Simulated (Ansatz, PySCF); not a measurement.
Reaction (SMILES): CCCl -> [CH2]C + Cl atom (the C-Cl bond at the site shown breaks; other sites are not compared here)
Structures are relaxed separately at B3LYP-D3(BJ)/def2-TZVP in Ansatz (a quantum-chemistry and plane-wave program).

Wanted: bond dissociation energy (enthalpy at 298 K, with B3LYP-D3(BJ) rigid-rotor harmonic-oscillator terms from PySCF), in eV. Correlated levels leave the core frozen unless marked. UHF or UKS for open shells. Spin-orbit coupling is left out. Non-relativistic. CBS(X,Y): correlation extrapolated as X^-3; Hartree-Fock from the larger set. [CCSD(T)-MP2]/basis is that difference in the basis named.

RI-MP2/CBS(aug-cc-pV(T+d)Z,aug-cc-pV(Q+d)Z)+[CCSD(T)-MP2]/aug-cc-pV(T+d)Z (Ansatz) gives 3.73 eV.

Task: Another calculation gave 3.61 eV. Which level was it?
(A) HSE06/def2-TZVPD (Ansatz)
(B) revPBE/def2-TZVPD (Ansatz)
(C) BHLYP/def2-TZVPD (Ansatz)
(D) wB97M-V/def2-TZVPD (Ansatz)

Result: A, HSE06/def2-TZVPD (Ansatz). The others give 3.47 (revPBE), 3.72 (wB97M-V), 3.26 (BHLYP) eV.
